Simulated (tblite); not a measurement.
What does the GFN2-xTB structure of `C#CC1=CSC2=C1C1=C(SC3=C1C=CS3)S2` look like in three dimensions?

```xyz
20
C12H4S4 angstrom
C      0.1339    2.3217   -2.0951
C     -0.5291    1.9745   -1.1557
C     -1.3182    1.5834   -0.0569
C     -2.3935    2.3007    0.3853
S     -3.1910    1.6046    1.7506
C     -2.0552    0.3086    1.7406
S     -1.8909   -1.0843    2.7616
C     -0.5134   -1.5476    1.8111
S      0.5319   -2.9266    1.9610
C      1.4175   -2.3327    0.5930
S      2.7970   -2.9411   -0.2361
C      2.7298   -1.5862   -1.3178
C      1.7159   -0.7281   -1.0562
C      0.9392   -1.1454    0.0536
C     -0.1995   -0.6835    0.7721
C     -1.1085    0.4103    0.7312
H      0.7178    2.6184   -2.9147
H     -2.7690    3.2180   -0.0235
H      3.4677   -1.5203   -2.0925
H      1.5124    0.1665   -1.6147
```

Any rigid rotation of these coordinates is as good. Atoms count from 1 in this order. The C–C distances run from 1.201 Å (C1≡C2, drawn triple) to 1.429 Å (C3–C16, aromatic), a spread of 0.228 Å. S9 (thiophene-type sulfur) is bent (angle 88.1°). The 5-membered ring C8–S9–C10–C14–C15 has internal angles of 88.1° to 115.0°; it is planar, 0.00 Å rms from its mean plane, widest ring torsion 0°. Of the pairs four or more bonds apart, C1···H20 is among the closest relative to their van der Waals radii: 2.60 Å, 90 % of the sum of Bondi's values.

Bonds between heavy atoms (Å): C1≡C2 1.201, C2–C3 1.408, C3–C4 1.366, C4–S5 1.728, S5–C6 1.723, C6–S7 1.735, S7–C8 1.737, C8–S9 1.737, S9–C10 1.734, C10–S11 1.721, S11–C12 1.735, C12–C13 1.354, C13–C14 1.417, C14–C15 1.423, C15–C16 1.423, C3–C16 1.429, C6–C16 1.388, C8–C15 1.387, C10–C14 1.389.

The geometry is computed with GFN2-xTB (gas phase).

Point group: Cs (every atom within 0.08 Å of its image). Its GFN2-xTB frequencies are all real (lowest 49 cm⁻¹).
